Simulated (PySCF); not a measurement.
# A small calculation by hand: chemical shift, span and skew from a shielding tensor

C₃H₈Ge, SMILES C=C[CH2][GeH3]. Atoms are numbered in the order given.

```xyz
12

Ge     1.0704     0.2536     0.0642
C     -0.4895    -0.9756     0.0423
C     -1.7685    -0.2488     0.3093
C     -2.7025     0.0462    -0.6019
H      2.3838    -0.5487    -0.0753
H      0.9533     1.2549    -1.1030
H      1.0967     1.0336     1.3965
H     -0.5058    -1.4739    -0.9399
H     -0.2977    -1.7449     0.8087
H     -1.9183     0.0906     1.3427
H     -2.6008    -0.2641    -1.6473
H     -3.6019     0.6072    -0.3356
```

Geometry optimised at B3LYP-D3(BJ)/def2-SVP. Other conformers were not sampled.

GIAO shieldings from PBE0/pcSseg-1 in PySCF, non-relativistic, no solvent. The symmetric part of the tensor of C4 has the principal values -50.8, 85.9, 153.6 ppm. The same nucleus in TMS has σ = 186.3 ppm at this level (PySCF, at its B3LYP-D3(BJ)/def2-TZVP geometry).

### Question
Work out the isotropic shielding, the ¹³C shift against TMS, the span and the skew.

### Answer

σ(iso) = (σ11 + σ22 + σ33)/3 = 62.9 ppm. δ = σ(ref) − σ(iso) = 186.3 − (62.9) = 123.4 ppm.
Span Ω = σ33 − σ11 = 204.4 ppm. Skew κ = 3(σ(iso) − σ22)/Ω = -0.34. Tumbling in solution averages the tensor to δ; in a static solid the shielding alone would spread this spin-1/2 line over Ω.
